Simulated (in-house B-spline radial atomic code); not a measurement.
Results of a calculation; reference values are marked as such.
# Co in an electron gas of r_s = 2.4: phase shifts, screening, friction and resistivity

A nucleus sits in a uniform electron gas with a rigid positive background. The Kohn-Sham equations are solved self-consistently in the spin-unpolarised LDA (PW92), non-relativistic, on B-splines with outgoing waves at the boundary and partial waves to l = 8. The model has no lattice, no bands and no magnetic solution. Atomic units; δ_l are the phase shifts at the Fermi level, counted so that each bound state adds π, and good to about 0.0005.

The density parameter is r_s = 2.4 bohr, near that of the valence electrons of In (3 per atom, density 7.31 g/cm³, mass 114.82 u, which gives r_s = 2.41).

```
l  δ_l (rad)
0     9.3513
1     6.4494
2     2.7401
3     0.0001
4     0.0007
5    -0.0002
6    -0.0001
7    -0.0002
8    -0.0002
```

Bound levels below the band bottom (hartree): s -275, s -31.7, p -27.48, s -3.015, p -1.758.

Question: Check the Friedel sum rule, and say where the screening charge sits.

Answer: k_F = (9π/4)^(1/3)/r_s = 0.79965. The rule is Z = (2/π) Σ (2l + 1) δ_l. The terms are s 5.953, p 12.317, d 8.722, f 0.000 and -0.002 beyond, in all 26.991 against Z = 27. Bound states hold 6 s, 12 p, 0 d electrons, so the scattering states carry 8.99 in all.

Question: Find the transport cross section and the electronic stopping of a 1 keV Co ion (mass 58.93 u).

Answer: σ_tr = (4π/k_F²) Σ (l + 1) sin²(δ_l − δ_(l+1)). The terms for l = 0 to 3 are 0.0564, 0.5782, 0.4584, 0.0000, all together 1.0930, so σ_tr = 19.652 × 1.0930 = 21.479 bohr². With n = 3/(4π r_s³) = 0.01727, the friction coefficient is Q = n k_F σ_tr = 0.2966. For v well below v_F = 0.800, dE/dx = Q v; with 24801 eV per u at v = 1, v = √(1000/(24801 × 58.93)) = 0.0262, so dE/dx = 0.00776 hartree/bohr = 3.99 eV/nm. The largest term couples the p and d waves.

Question: What residual resistivity would 1 atomic per cent of such centres give in In?

Answer: Δρ = k_F n_i σ_tr/n in atomic units of 21.74 μΩ·cm. With one host atom per 3 electrons, n_i/n = 0.01/3, so Δρ = 0.7996 × 0.00333 × 21.479 × 21.74 = 1.24 μΩ·cm. This is an atom added to the gas, as on an interstitial site.

Question: On a substitutional site the background of one host ion, a sphere holding 3 charges, is taken out. The phase shifts for l = 0 to 4 become 8.8122, 5.8908, 2.3638, -0.0654, -0.0135. What follows?

Answer: The Friedel sum is now 23.99, for Z − 3 = 24. The sum in σ_tr is 1.6235, so σ_tr = 31.91 bohr² and Δρ = 1.85 μΩ·cm per atomic per cent, 1.49 times the value above. A real host ion scatters too, so this model doesn't give zero even for the host's own atom.
